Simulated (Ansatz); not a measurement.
`[CH3][SnH]([SiH3])[Cl]` + H₂ → `[CH3][SnH2][Cl]` + SiH₄ at 500 K and 1 bar (hydrogenolysis of the Sn–Si bond).

Isolated molecules relaxed with PBE0-D4/def2-TZVP in Ansatz; ΔE leaves out vibrations. CBS: MP2 limit from def2 TZ/QZ plus the TZ coupled-cluster correction, frozen cores. This one scheme is used for every species. Elements past krypton have def2 core potentials. For Sn outer-core shells are correlated without core-valence functions, which leaves a few kJ/mol of doubt a bond.

```
                 species  CCSD(T)/CBS energy (Eh)  H − E (kJ/mol)  S (J/(mol·K))
`[CH3][SnH]([SiH3])[Cl]`              -1005.19396           235.2          473.0
                      H₂                 -1.17544            41.0          145.5
       `[CH3][SnH2][Cl]`               -714.90153           171.8          382.2
                    SiH₄               -291.46306           102.4          230.9
```

H − E and S are ideal-gas, rigid-rotor, harmonic terms from PBE0-D4/def2-TZVP, for one conformer and one mirror image of each species. For small species the MP2-based limit differs from directly extrapolated CCSD(T) by up to some mEh (0.8 for H₂); such offsets cancel only in part. 1 Eh = 2625.50 kJ/mol, R = 8.31446 J/(mol·K).

Problem. By hand: ΔE, ΔH, ΔS and ΔG.

Solution. ΔE = (-714.90153) + (-291.46306) − (-1005.19396) − (-1.17544) = 0.00481 Eh = 12.6 kJ/mol. Δ(H − E) = 171.8 + 102.4 − 235.2 − 41.0 = -2.0, so ΔH = 10.6 kJ/mol. ΔS = 382.2 + 230.9 − 473.0 − 145.5 = -5.4 J/(mol·K). ΔG = 10.6 − 500 × (-5.4)/1000 = 13.3 kJ/mol.

Problem. By hand: the equilibrium constant, and the temperature at which ΔG would vanish if ΔH and ΔS stayed fixed.

Solution. log₁₀ K = −ΔG/(RT ln 10) = -1.4. ΔH and −TΔS have one sign here, so there is no such temperature.

The number of gas molecules stays the same, so ΔS is small and ΔH decides. A doubt of 5 kJ/mol in ΔE shifts log₁₀ K by 0.5 here. Other conformers and mirror images would add mixing entropy, several J/(mol·K) or more a flexible species. These are equilibria of isolated gas molecules and say nothing of rates. Largest T1 diagnostic: 0.011 (customary marks: 0.02 for closed shells, 0.045 for open ones).

ΔS is within the doubt of such terms, so its sign, and with it that verdict, could turn.
